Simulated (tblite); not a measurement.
CH₁₁BNSi₃ (doublet state).
Numbering: `[SiH3:1][BH:2][CH:3][SiH2:4][NH:5][SiH3:6]` (hydrogens: H7, H8, H9 on Si1; H10 on B2; H11 on C3; H12, H13 on Si4; H14 on N5; H15, H16, H17 on Si6)

Computed with GFN2-xTB (tblite), gas phase: L-BFGS steps from a force-field or distance-geometry start until the largest atomic force falls under 0.01 eV/Å.

Step 45: E = -464.0056 eV
```
atom  x, y, z in Å  |  force x, y, z in eV/Å
Si1     3.4630    0.2890    0.6835    0.076  -0.105  -0.020
B2      2.1243   -0.9202   -0.1571    0.115   0.037   0.091
C3      0.7523   -0.7735    0.3147   -0.009  -0.012   0.148
Si4    -0.6218   -0.4262   -0.9091   -0.149  -0.107   0.053
N5     -2.1693   -0.3627   -0.1109   -0.054   0.096   0.055
Si6    -3.4206    0.8225    0.0753    0.064   0.111  -0.023
H7      4.8367   -0.1138    0.3237   -0.004   0.053   0.003
H8      3.4846    0.3794    2.1550   -0.098  -0.054  -0.041
H9      3.2839    1.6705    0.2109    0.039   0.027  -0.013
H10     2.4535   -1.5260   -1.1049    0.013   0.024  -0.024
H11     0.4907   -0.6537    1.3612   -0.045   0.050  -0.076
H12    -0.6682   -1.5213   -1.8901   -0.052  -0.035  -0.025
H13    -0.3732    0.8360   -1.6013   -0.134   0.148  -0.034
H14    -2.3221   -1.1353    0.5201    0.094  -0.088  -0.058
H15    -3.5182    1.6508   -1.1264    0.056  -0.128  -0.028
H16    -4.6623    0.0793    0.3342    0.087   0.028  -0.028
H17    -3.1405    1.7174    1.2101    0.001  -0.045   0.020
```

Step 46: E = -464.0111 eV
```
atom  x, y, z in Å  |  force x, y, z in eV/Å
Si1     3.4655    0.2869    0.6826    0.076  -0.051  -0.026
B2      2.1215   -0.9188   -0.1563    0.093   0.052   0.071
C3      0.7489   -0.7598    0.3149    0.022  -0.056   0.033
Si4    -0.6279   -0.4236   -0.9131   -0.064  -0.064   0.064
N5     -2.1691   -0.3706   -0.1040   -0.046   0.120   0.013
Si6    -3.4148    0.8186    0.0774   -0.003   0.093  -0.014
H7      4.8436   -0.1087    0.3310   -0.014   0.036  -0.004
H8      3.4803    0.3675    2.1553   -0.098  -0.042  -0.050
H9      3.2976    1.6739    0.2106    0.031  -0.035   0.014
H10     2.4495   -1.5275   -1.1057   -0.012   0.049   0.025
H11     0.4834   -0.6442    1.3593   -0.042   0.067  -0.038
H12    -0.6732   -1.5213   -1.8911   -0.048  -0.029  -0.025
H13    -0.3820    0.8424   -1.6092   -0.155   0.067   0.009
H14    -2.3204   -1.1417    0.5278    0.097  -0.109  -0.045
H15    -3.5181    1.6414   -1.1245    0.071  -0.094  -0.070
H16    -4.6642    0.0845    0.3259    0.095   0.021  -0.004
H17    -3.1278    1.7131    1.2080   -0.002  -0.026   0.048
```

Step 47: E = -464.0174 eV
```
atom  x, y, z in Å  |  force x, y, z in eV/Å
Si1     3.4583    0.2902    0.6760    0.060  -0.040  -0.006
B2      2.1210   -0.9286   -0.1495    0.037   0.066   0.005
C3      0.7464   -0.7679    0.3199    0.038  -0.063   0.028
Si4    -0.6312   -0.4249   -0.9078    0.010  -0.020   0.052
N5     -2.1659   -0.3790   -0.0878    0.005   0.134  -0.051
Si6    -3.3997    0.8218    0.0789   -0.034   0.039   0.004
H7      4.8401   -0.0862    0.3238    0.006   0.016  -0.004
H8      3.4634    0.3598    2.1491   -0.080  -0.018  -0.048
H9      3.2844    1.6753    0.1982    0.019  -0.046   0.033
H10     2.4510   -1.5272   -1.1076   -0.039   0.052   0.075
H11     0.4737   -0.6536    1.3641   -0.006   0.060  -0.076
H12    -0.6738   -1.5150   -1.8951   -0.052  -0.010  -0.021
H13    -0.3902    0.8557   -1.5898   -0.165  -0.020   0.043
H14    -2.3196   -1.1557    0.5347    0.071  -0.119  -0.014
H15    -3.4949    1.6295   -1.1282    0.088  -0.022  -0.138
H16    -4.6585    0.1031    0.3037    0.043  -0.015   0.040
H17    -3.1116    1.7148    1.2063    0.001   0.006   0.081
```

**Question.** Estimate the geometry and energy of step 48. (The exact step hangs on the optimiser's Hessian estimate; all steps are aligned on step 47, rigid shifts and turns removed.)

**Answer.** E = -464.0218 eV, largest force 0.217 eV/Å
```
atom  x, y, z in Å  |  force x, y, z in eV/Å
Si1     3.4619    0.2892    0.6754    0.000  -0.002  -0.023
B2      2.1220   -0.9296   -0.1464   -0.006   0.072  -0.020
C3      0.7465   -0.7667    0.3231    0.022  -0.058  -0.112
Si4    -0.6359   -0.4264   -0.9074    0.112   0.032   0.025
N5     -2.1675   -0.3796   -0.0833    0.048   0.026  -0.015
Si6    -3.3962    0.8253    0.0797   -0.041   0.005   0.015
H7      4.8427   -0.0823    0.3239    0.039   0.002  -0.005
H8      3.4553    0.3540    2.1476   -0.063  -0.010  -0.031
H9      3.2882    1.6765    0.1974    0.020  -0.078   0.046
H10     2.4509   -1.5253   -1.1085   -0.052   0.059   0.108
H11     0.4684   -0.6480    1.3634    0.000   0.059  -0.018
H12    -0.6777   -1.5165   -1.8982   -0.050   0.022   0.011
H13    -0.4017    0.8622   -1.5890   -0.168  -0.109   0.084
H14    -2.3146   -1.1625    0.5362    0.041  -0.028  -0.055
H15    -3.4886    1.6216   -1.1340    0.092   0.005  -0.138
H16    -4.6546    0.1076    0.2991    0.008  -0.024   0.054
H17    -3.1060    1.7127    1.2099   -0.002   0.025   0.075
```

The energy changes by -0.0044 eV. The first-order estimate −F·Δx gives -0.0063 eV and the mean of the old and new forces, exact on a quadratic surface, -0.0044 eV. The step makes an angle of 58° with the force vector and moves no atom by more than 0.013 Å.

What follows is the cost of the whole relaxation. The run took 1.6 s of wall time on one thread, Arm Neoverse V2 (aarch64), shared host with 192 logical CPUs at a one-minute load of 127.
